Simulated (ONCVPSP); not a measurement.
**Transferability test, ONCV potential for cadmium (Cd)**

```
Element                 : Cd (Z = 48)
Generator               : ONCVPSP 4.0.1
Type                    : optimised norm-conserving Vanderbilt (ONCV)
Functional              : PBE
Relativity              : scalar-relativistic
Frozen core             : [Ar] 3d10
Valence charge          : 20
Reference configuration : 4s2 4p6 4d10 5s2
Partial waves           : 4s+5s: rc 1.60 bohr, ncon 4, nbas 7, qcut 8.2 1/bohr, 2 projectors; 4p: rc 1.40 bohr, ncon 4, nbas 7, qcut 7.6 1/bohr, 2 projectors, debl 0.7 Ha; 4d: rc 1.80 bohr, ncon 4, nbas 9, qcut 9.9 1/bohr, 2 projectors, debl 0.4 Ha
Local potential         : polynomial inside 1.25 bohr (lpopt 3, dvloc0 2 Ha)
Core correction         : Teter function, fcfact 1.75, rcfact 1.45
```

In the p channel the program set the typed energies aside and used -2.461, 0.250 Ha. In the d channel the program set the typed energies aside and used -0.431, 0.250 Ha.

Energies are relative to the spin-unpolarised reference configuration 4s2 4p6 4d10 5s2; without spin polarisation the order of configurations can differ from experiment.

```tsv
valence configuration	charge	ΔE all-electron (eV)	error AE − PS (meV)
4s2 4p6 4d10 5s0	+2	26.399	-8.0
4s2 4p6 4d10 5s0 5p1	+1	15.052	-4.8
```

What are ΔE and the potential's error for 4s2 4p6 4d9 5s0?

ΔE = 64.408 eV all-electron; the error (AE − PS) is -11 meV.

What are ΔE and the potential's error for 4s2 4p6 4d10 5s1?

ΔE = 9.273 eV all-electron; the error (AE − PS) is -2.1 meV.
